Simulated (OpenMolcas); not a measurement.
Au3+ with its 8 nearest fluoride ions at 2.316 Å, on the Ca site of CaF2 (a = 5.46294 Å, distance in the model lattice 2.366 Å). The rest of the host is ab initio model potentials to 7.6 Å and point charges beyond; the distance is set by hand and nothing relaxes, and no local charge compensation is placed. Ligand basis ANO-RCC-VDZP.

```yaml
Program: OpenMolcas
Method: CASSCF
Basis: ANO-RCC-VDZP [7s6p4d2f]
Scalar_Hamiltonian: DKH2, point nucleus
Active_space: 8 electrons in 5 orbitals (5d)
State_averaging: 2S+1 = 3 even, 10 roots; 2S+1 = 1 even, 15 roots
Spin-orbit_coupling: state interaction with AMFI integrals over the reference wave functions
```

Task: What is the spin-free ground state (labels of O, the rotations of Oh)?

Result: 3T1, 3-fold in its orbital part; it has the highest spin that d8 allows.

Task: Where is the first state of the same spin?

Result: 3T2 at 9990 cm-1 above the ground state.

Task: What are the lowest two levels with spin-orbit coupling?

Result: A 1-fold level A1, then a 3-fold level T1 2093 cm-1 above it. Their leading multiplicities are 3 (97 %) and 3 (98 %).

Task: What is χT at 300 K, and how does it compare with the textbook value?

Result: The lowest level has 2S+1 = 3, for which the spin-only value is χT = S(S+1) / 2 = 1.000 cm3 K/mol (g = 2). The computed 0.582 at 300 K differs by -0.418, through orbital momentum, spin-orbit coupling and any other state in reach. With a threefold ground state the orbital momentum is unquenched, so the spin-only value is not expected to hold.

Task: Which ligand-field parameters describe the states?

Result: A least-squares ligand-field fit to the states below 45000 cm-1, each weighted by its degeneracy and with a free common offset, gives 10Dq = -11503 cm-1 (negative for this site), B = 732 cm-1 and C = 3103 cm-1 (C/B = 4.24), with an rms deviation of 508 cm-1. The same method and metal basis give the free ion B = 927 cm-1 (fit to its terms below 60000 cm-1, rms deviation 6 cm-1), so the nephelauxetic ratio is β = 732 / 927 = 0.79; it hangs on how both fits weigh the states, and computed free-ion B values tend to be too large, so β mixes covalency with correlation.

Without dynamic correlation the repulsion within the d shell is too large (B by tens of per cent), so at a given field states of lower spin stand too high. Real 4d8 and 5d8 ions are as a rule square planar and diamagnetic. The least metal-like active orbital is 81 % on the metal (Löwdin) and no ligand orbital is active, so the numbers are rough. With metal d orbitals alone the field can be off either way by tens of per cent. Ligand-to-metal charge-transfer states are missing. With no ligand orbital active B as a rule stays too high, so bands that hang on it stand too high and its fall with covalency is understated. No measured value stands beside these numbers; the geometry was set by hand and not optimised.
